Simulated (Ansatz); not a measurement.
## Molecular dynamics of C2H10ClNSi2

Input file:

```yaml
crystal:
  periodic: [false, false, false]
  atoms:
    - { symbol: Si, position_ang: [0.13029, 0.012219, -0.433596] }
    - { symbol: H, position_ang: [1.05723, 0.24583, 0.735504] }
    - { symbol: Cl, position_ang: [1.530431, -0.280374, -2.185429] }
    - { symbol: "N", position_ang: [-0.870631, 1.464982, -0.554343] }
    - { symbol: C, position_ang: [-2.08538, 1.525596, -1.379392] }
    - { symbol: H, position_ang: [-2.46789, 0.512653, -1.58411] }
    - { symbol: H, position_ang: [-2.873355, 2.090187, -0.844677] }
    - { symbol: H, position_ang: [-1.900871, 2.026781, -2.35172] }
    - { symbol: C, position_ang: [-0.333268, 2.784144, -0.185085] }
    - { symbol: H, position_ang: [-0.01146, 3.364251, -1.073858] }
    - { symbol: H, position_ang: [-1.10893, 3.367855, 0.346435] }
    - { symbol: H, position_ang: [0.532024, 2.668707, 0.486447] }
    - { symbol: Si, position_ang: [-1.162457, -1.964635, -0.373909] }
    - { symbol: H, position_ang: [-2.126792, -1.921922, 0.793199] }
    - { symbol: H, position_ang: [-1.948055, -2.114915, -1.657204] }
    - { symbol: H, position_ang: [-0.234185, -3.146059, -0.216263] }
basis:
  gaussian: { orbitals: "6-31G" }
hamiltonian:
  xc: pbe
  dispersion: d4
md:
  timestep: 1.0
  n_steps: 300
  ensemble: nvt_nose_hoover
  temperature: 1000.0
  initial_velocities: maxwell_boltzmann
  seed: 661010
  nose_hoover: { tau: 50.0, chain_length: 1 }
```

Launched with:

```bash
$ ansatz run input.yaml --threads 1 --pin off --max-ram 2048MiB --backend cpu --events-out ev --progress --plain --runs-dir out
```

It starts from a relaxed structure.

Output, in part (step lines, the closing report, with atoms numbered from 0):

```
md step     0: t =     0.00 fs  T =  1000.0 K  F+E_penalty+E_count = -31984.14069586 eV  E_kin = 1.809640 eV  conserved = -31982.33105588 eV  (26 SCF iters)
[... lines left out ...]
Total energy: -31983.31992008 eV, -1175.3653279901 hartree
Atom 0 at     0.202322     0.068006    -0.452397 Å, force    -0.689887     0.738954    -0.431703 eV/Å
Atom 1 at     1.336919     0.543274     0.407838 Å, force    -0.130995    -0.231514     0.519986 eV/Å
Atom 2 at     1.410601    -0.515284    -2.215306 Å, force     0.303188    -0.137027    -0.638619 eV/Å
Atom 3 at    -0.768826     1.557769    -0.678083 Å, force     0.938191    -0.026642     1.482023 eV/Å
Atom 4 at    -1.996945     1.557387    -1.414700 Å, force    -1.858660     0.494035    -0.870505 eV/Å
Atom 5 at    -1.742099     1.108615    -2.357571 Å, force    -0.457319    -0.735444    -1.152306 eV/Å
Atom 6 at    -2.913272     1.013452    -0.970669 Å, force     1.193613     0.555941    -0.138558 eV/Å
Atom 7 at    -2.350405     2.593874    -1.732846 Å, force     0.435278    -0.753088     0.740979 eV/Å
Atom 8 at    -0.292435     2.860724    -0.192456 Å, force     1.836145    -0.507895    -2.496633 eV/Å
Atom 9 at     0.141348     3.508702    -1.010908 Å, force    -0.682110    -0.298706    -0.086544 eV/Å
Atom 10 at    -1.058089     3.394363     0.264722 Å, force    -1.663996     1.155033     1.333385 eV/Å
Atom 11 at     0.588417     2.764887     0.407830 Å, force     0.532673    -0.416602     1.253377 eV/Å
Atom 12 at    -1.201075    -1.850740    -0.246851 Å, force    -0.395835    -0.044882     1.668224 eV/Å
Atom 13 at    -2.094750    -2.380825    -1.315919 Å, force     0.305834    -0.034249    -0.727966 eV/Å
Atom 14 at    -0.332585    -2.932396     0.415439 Å, force    -0.214036     0.134417    -0.352879 eV/Å
Atom 15 at    -2.329512    -1.567463     0.788324 Å, force     0.547917     0.107669    -0.102260 eV/Å
Dipole moment:    -0.473100     0.399778     0.392030 e Å
```

The steps, from the saved trajectory:

```
time (fs)  T (K)  potential energy less start (eV)  conserved less start (meV/atom)
        0   1000                             0.000                             0.00
       10    491                             0.951                             1.26
       20    428                             1.128                             2.18
       30    450                             1.181                             2.44
       40    586                             1.052                             1.79
       50    552                             1.278                             1.11
       60    877                             0.936                             1.66
       70    766                             1.448                             3.22
       80    915                             1.547                             2.66
       90   1338                             1.153                             1.56
      100   1399                             1.563                             2.82
      110   1045                             2.700                             3.78
      120   1395                             2.519                             4.52
      130   1748                             2.258                             3.15
      140   1747                             2.546                             4.75
      150   1869                             2.401                             3.30
      160   2140                             1.822                             3.54
      170   1539                             2.590                             5.14
      180   1122                             2.889                             4.49
      190   1499                             1.719                             2.12
      200   1260                             1.612                             3.93
      210   1113                             1.384                             1.68
      220    899                             1.380                             2.65
      230    749                             1.298                             2.65
      240    633                             1.176                             1.89
      250    639                             0.982                             1.46
      260    599                             0.882                             1.46
      270    609                             0.731                             1.56
      280    337                             1.150                             1.79
      290    576                             0.678                             1.61
      300    493                             0.821                             1.51
```

The run went to its last step. The conserved energy wandered by up to 5.6 meV per atom (net 1.5 meV per atom), which is poor conservation. A run of 0.3 ps of so small a system gives no equilibrium averages. Limits of this set-up: no polarisation functions.

The same pairs are bonded in the first frame and the last. Pairs count as bonded within 1.25 times the sum of covalent radii (0.12 Å more for H–H).

Last frame:

```xyz
16
Properties=species:S:1:pos:R:3
Si 0.202 0.068 -0.452
H 1.337 0.543 0.408
Cl 1.411 -0.515 -2.215
N -0.769 1.558 -0.678
C -1.997 1.557 -1.415
H -1.742 1.109 -2.358
H -2.913 1.014 -0.971
H -2.350 2.594 -1.733
C -0.292 2.861 -0.193
H 0.141 3.509 -1.011
H -1.058 3.394 0.265
H 0.588 2.765 0.408
Si -1.201 -1.851 -0.247
H -2.095 -2.381 -1.316
H -0.333 -2.932 0.415
H -2.329 -1.567 0.788
```

Run time: 37 min on 1 thread of Arm Neoverse V1, with other jobs on the host, peak memory 0.15 GiB.
